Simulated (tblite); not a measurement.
C5H13NO2Si.
Z-matrix (Å and degrees, GFN2-xTB geometry), rows numbered from 1:
```
C 
O   1  1.4036
C   2  1.4006  1  114.39
C   3  1.5122  2  108.51  1   160.81
N   4  1.2507  3  124.61  2   -27.09
Si  5  1.7340  4  129.73  3     1.05
C   4  1.5147  3  117.09  2   152.82
C   7  1.5390  4  108.52  3   -80.66
O   7  1.4000  4  110.34  3   157.53
H   1  1.0965  2  111.19  3    60.97
H   1  1.0879  2  106.47  3  -179.82
H   1  1.0971  2  111.36  3   -60.60
H   3  1.1032  2  110.95  1    43.26
H   3  1.0997  2  111.21  1   -76.89
H   6  1.4570  5  110.20  4    78.43
H   6  1.4649  5  115.01  4   -49.45
H   6  1.4671  5   99.59  4  -164.98
H   7  1.0980  4  110.25  3    39.10
H   8  1.0874  7  109.54  4   -57.13
H   8  1.0861  7  111.03  4    63.53
H   8  1.0865  7  108.93  4  -176.12
H   9  0.9714  7  106.06  4    26.79
```

Method: GFN2-xTB as coded in tblite; computed harmonic values from a numerical Hessian at the method's own geometry, unscaled. Errors from tens to a few hundred cm⁻¹ against measured bands are possible. Modes of hydrogen on silicon can be 10 to 20 % off. One conformer, not necessarily the lowest.

Harmonic wavenumbers (cm⁻¹): 39.2, 66.6, 75.0, 125.3, 126.0, 168.6, 182.4, 192.9, 222.4, 268.6, 281.6, 330.9, 393.8, 408.0, 445.6, 562.1, 581.2, 611.0, 615.3, 759.8, 794.2, 811.7, 846.0, 896.2, 938.4, 978.2, 985.0, 1042.2, 1062.8, 1093.4, 1126.8, 1133.2, 1139.9, 1166.5, 1195.3, 1211.7, 1276.1, 1310.2, 1350.6, 1387.0, 1405.1, 1452.7, 1468.5, 1475.5, 1485.3, 1487.6, 1753.1, 2212.7, 2235.3, 2297.8, 2830.5, 2878.6, 2901.0, 2903.5, 2925.8, 3034.4, 3041.7, 3045.8, 3050.1, 3395.5.

A = 1833, B = 930.3, C = 683.1 MHz; mass 147.072 u (most abundant isotopes); point group C1, symmetry number 1.

Task: Zero-point energy?

Result: ½Σν̃ = 37741 cm⁻¹ = 107.91 kcal/mol.

Task: Entropy at 298.15 K, 1 bar (ideal gas, RRHO, classical rotation)?

Result: Translation 40.89, rotation 30.00, vibration 39.44: S = 110.3 cal/(mol K).

Task: And Cp and H(298.15 K) − H(0)?

Result: Cp = 46.44 cal/(mol K), of which vibrations give 38.49 (their classical limit is 60 R = 119.2); H(298.15 K) − H(0) = 8.47 kcal/mol without the zero-point energy, 6.10 from vibrations.

Task: Which modes carry the vibrational entropy at 298.15 K?

Result: 39.2 cm⁻¹: 5.30; 66.6 cm⁻¹: 4.25; 75.0 cm⁻¹: 4.02; 125.3 cm⁻¹: 3.02; 126.0 cm⁻¹: 3.01; 168.6 cm⁻¹: 2.45 cal/(mol K); the other 54 give 17.40 together.

Task: What must be added to the electronic energy to get the Gibbs energy at 298.15 K and 1 bar?

Result: ZPE + [H(298.15 K) − H(0)] − T·S = 107.91 + 8.47 − 32.90 = 83.48 kcal/mol.

Task: How do the functions run with temperature in this model?

Result: 
```json
{"T (K)": "100", "S (cal/(mol K))": "74.2", "Cp (cal/(mol K))": "23.3", "H − H(0) (kcal/mol)": "1.51", "G − H(0) (kcal/mol)": "-5.91", "ln q(vib)": "2.43"}
{"T (K)": "200", "S (cal/(mol K))": "94.2", "Cp (cal/(mol K))": "35.3", "H − H(0) (kcal/mol)": "4.46", "G − H(0) (kcal/mol)": "-14.38", "ln q(vib)": "6.09"}
{"T (K)": "300", "S (cal/(mol K))": "110.6", "Cp (cal/(mol K))": "46.6", "H − H(0) (kcal/mol)": "8.55", "G − H(0) (kcal/mol)": "-24.63", "ln q(vib)": "9.62"}
{"T (K)": "500", "S (cal/(mol K))": "139.5", "Cp (cal/(mol K))": "67.2", "H − H(0) (kcal/mol)": "20.03", "G − H(0) (kcal/mol)": "-49.71", "ln q(vib)": "16.29"}
{"T (K)": "800", "S (cal/(mol K))": "175.9", "Cp (cal/(mol K))": "87.6", "H − H(0) (kcal/mol)": "43.51", "G − H(0) (kcal/mol)": "-97.21", "ln q(vib)": "25.52"}
{"T (K)": "1000", "S (cal/(mol K))": "196.4", "Cp (cal/(mol K))": "96.5", "H − H(0) (kcal/mol)": "61.96", "G − H(0) (kcal/mol)": "-134.48", "ln q(vib)": "31.16"}
```

q(vib) and H(0) count from the zero-point level.

Hindered rotation and anharmonicity are outside this model. Other conformers, if any are populated, would add a mixing term that is left out. The structure is chiral; the term R ln 2 for an equal mix with its mirror image is left out.

Time: 0.84 s of wall time. Hardware: an Arm Neoverse V2 with one thread, shared host. This covers the Hessian and the dipole derivatives.
